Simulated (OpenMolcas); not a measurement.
Re6+ (d1) in a complex was computed by CASSCF with the d shell active (OpenMolcas, ANO-RCC-VTZP on the metal). Its lowest spin-free states, and all those of the highest spin:

| 2S+1 | Degeneracy | E (cm-1) |
| --- | --- | --- |
| 2 | 3 | 0.0 |
| 2 | 2 | 45396 |

Is the site octahedral, tetrahedral or cube-like, axial, or of lower symmetry?

The states with 2S+1 = 2 have orbital degeneracies 3, 2. Threefold states need a cubic site. For d1 at this spin an octahedron puts the threefold T2 below the twofold E and a tetrahedron or cube puts the twofold E below the threefold T2, so the site is octahedral. The first gap at this spin, 45400 cm-1, is |10Dq| in ligand-field theory. The run had Re6+ with 6 ligands (fluoride) in octahedral coordination (Oh) at 1.86 Å. Ligand basis ANO-RCC-VDZP.

An orbital triplet at a regular site is open to Jahn-Teller coupling, which can distort the site and quench the lowest spin-orbit gaps and is left out. The least metal-like active orbital is 67 % on the metal (Löwdin) and no ligand orbital is active, so the numbers are rough. With metal d orbitals alone the field can be off either way by tens of per cent. Ligand-to-metal charge-transfer states are missing. No measured value stands beside these numbers; the geometry is a model, was not optimised and need not be the one that this ion takes.
